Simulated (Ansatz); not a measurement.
C$_{3}$H$_{10}$Cl$_{2}$FNO$_{2}$Si$_{2}$ (`CO[SiH](F)N(C)[Si](Cl)(Cl)OC`), 21 atoms. Charge 0, multiplicity 1. All runs use 4 threads of an AMD EPYC 7R13 on a shared host and a share of an NVIDIA H100 80 GB. Correlated methods freeze the cores.

**Question.** Give the basis size and wall time and peak host memory of each of these runs in Ansatz. RKS B3LYP-D4/def2-TZVPP energy and forces; direct RPA on PBE orbitals/def2-TZVPP energy; RHF-MP2/def2-TZVPP energy; RHF-CCSD(T)/def2-SVP energy; RKS ωB97M-V/def2-SVP energy; RKS ωB97M-V/def2-QZVPP energy; RKS PBE0-D4/def2-TZVP relaxation (50 steps); RKS B2PLYP (frozen core)/def2-TZVPP energy; RKS PBE0-D4/def2-SVP energy; RKS SPW92 (LDA)/def2-TZVPP energy; RHF-MP2/def2-QZVPP energy; RKS BHLYP-D4/def2-TZVPP energy. (Estimate.)

**Answer.** Computed: Other jobs shared the machine, so times are rough.

```
                                level                    job  functions  wall time  peak host memory (GiB)
           RKS SPW92 (LDA)/def2-TZVPP                 energy        525      3.8 s                     1.1
                 RKS PBE0-D4/def2-SVP                 energy        220        4 s                    0.85
                   RHF-MP2/def2-TZVPP                 energy        525      4.8 s                     1.1
                 RKS ωB97M-V/def2-SVP                 energy        220        6 s                    0.99
              RKS BHLYP-D4/def2-TZVPP                 energy        525      6.5 s                     1.1
  RKS B2PLYP (frozen core)/def2-TZVPP                 energy        525        7 s                     2.8
direct RPA on PBE orbitals/def2-TZVPP                 energy        525      7.5 s                     2.7
              RKS B3LYP-D4/def2-TZVPP      energy and forces        525      9.6 s                     1.3
                   RHF-MP2/def2-QZVPP                 energy        979       12 s                     1.7
               RKS ωB97M-V/def2-QZVPP                 energy        979       12 s                     1.7
                 RHF-CCSD(T)/def2-SVP                 energy        220       61 s                     1.1
                RKS PBE0-D4/def2-TZVP  relaxation (50 steps)        425    4.3 min                     1.2
```

B3LYP here is the variant with VWN-RPA as its local correlation; programs differ in this.
